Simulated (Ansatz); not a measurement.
```yaml
crystal:
  periodic: [false, false, false]
  atoms:
    - {symbol: C, position_ang: [-0.175869, 0.356084, -0.171323]}
    - {symbol: N, position_ang: [0.237322, 0.411415, 1.042729]}
    - {symbol: Zn, position_ang: [0.744123, -1.455925, 0.658918]}
    - {symbol: O, position_ang: [-0.119184, -0.657843, -0.993361]}
    - {symbol: H, position_ang: [-0.636590, 1.272668, -0.578263]}
basis:
  gaussian: {orbitals: def2-mTZVP}
magnetization: {spin_polarized: true, initial_magnetization: 8}
hamiltonian: {xc: {name: PBEsol}}
```

```sh
$ ansatz run in.yaml --threads 2 --pin off --events-out ev --progress --plain --max-ram 4352MiB
```

Output, abridged:

```
Functional definition: PBEsol
  name "PBEsol"
  cite "Perdew et al., Phys. Rev. Lett. 100, 136406 (2008) doi:10.1103/PhysRevLett.100.136406"
  cite "Perdew, Burke & Ernzerhof, Phys. Rev. Lett. 77, 3865 (1996) doi:10.1103/PhysRevLett.77.3865"
  parent pbesol
  exchange = pbesol_x
  correlation = pbesol_c
896 factors; their error is unknown
mean field evaluation 1: about -52737.6738 eV, gradient 2.5e2 eV
mean field evaluation 2: about -51553.3318 eV, gradient 6.3e2 eV
mean field evaluation 4: about -52778.0718 eV, gradient 1.7e2 eV
mean field evaluation 8: about -52915.5998 eV, gradient 2.5e1 eV
mean field evaluation 16: about -52917.4686 eV, gradient 9.7e0 eV
mean field evaluation 32: about -52918.0756 eV, gradient 5.3e-5 eV
mean field -52918.07556670 eV, -1944.7034079162 hartree, gradient 9.9e-6 eV, S^2 20.006705; 14 other end points of the search recorded, 0 dependent functions left out
reference -52918.07560917 eV, -1944.7034094772 hartree; 30, 22 occupied and 68, 76 virtual orbitals, 896 factors
Total energy: -52918.07560917 eV, -1944.7034094772 hartree
```

Problem. What is wrong with this run?

Solution. The spin is set far too high for this molecule. The run converged. The result belongs to that input, not to the molecule as meant.
